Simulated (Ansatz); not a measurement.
PBE exchange is replaced step by step with exact exchange (0 % is PBE, 25 % PBE0; no dispersion term), basis def2-TZVPD, Ansatz. System: the cluster PtO₂⁻ (the lowest doublet isomer of a short search). Charge -1, multiplicity 2. Geometry: r2SCAN-D4/def2-TZVPD, each spin state at its own.

Left out: 50 %, where a state is spin-contaminated, unstable or flagged.

Geometry of the doublet:

Cartesian coordinates in Å:
```
Pt 0.000 0.000 0.000
O -0.081 0.587 -1.666
O 0.081 -0.587 1.666
```

In the def2 sets Pt takes a core potential; there is no spin–orbit coupling. At PBE-D4/def2-TZVPD, PBE with 5 % exact exchange/def2-TZVPD, PBE with 10 % exact exchange/def2-TZVPD the highest occupied level of the charge -1 doublet lies above zero (up to 0.83 eV). By energy differences its removal costs 2.74 eV (vertical, to the charge 0 singlet, at PBE-D4/def2-TZVPD); a positive level beside a positive removal energy at the same level points to self-interaction error. At PBE-D4/def2-TZVPD, PBE with 5 % exact exchange/def2-TZVPD the highest occupied level of the charge -1 quartet lies above zero (up to 0.54 eV). It is a level of α spin, whose loss leaves a triplet; that state wasn't run at this geometry and level. The electron is either unbound and held by the finite basis, or the level is raised by self-interaction error. At PBE-D4/def2-TZVPD the gap within one spin of the charge -1 doublet nearly closes, so an electron or hole may be smeared out by delocalisation error. At PBE with 35 % exact exchange/def2-TZVPD the charge -1 doublet is spin-contaminated (final ⟨S²⟩ up to 0.94, 0.75 for a pure state). The structure comes from a short search, and lower isomers may exist.

HOMO and LUMO are taken over both spins.

```
exact exchange (%)  HOMO (eV)  LUMO (eV)  gap (eV)   ⟨S²⟩  quartet − doublet (kJ/mol)
                 0       0.83       0.85      0.02  0.753                       126.3
                 5       0.49       1.03      0.54  0.754                       122.6
                10       0.14       1.20      1.06  0.755                       118.7
                15      -0.21       1.38      1.59  0.756                       114.5
                25      -0.91       1.75      2.66  0.759                       105.1
                35      -1.56       2.34      3.90  0.942                        95.4
```
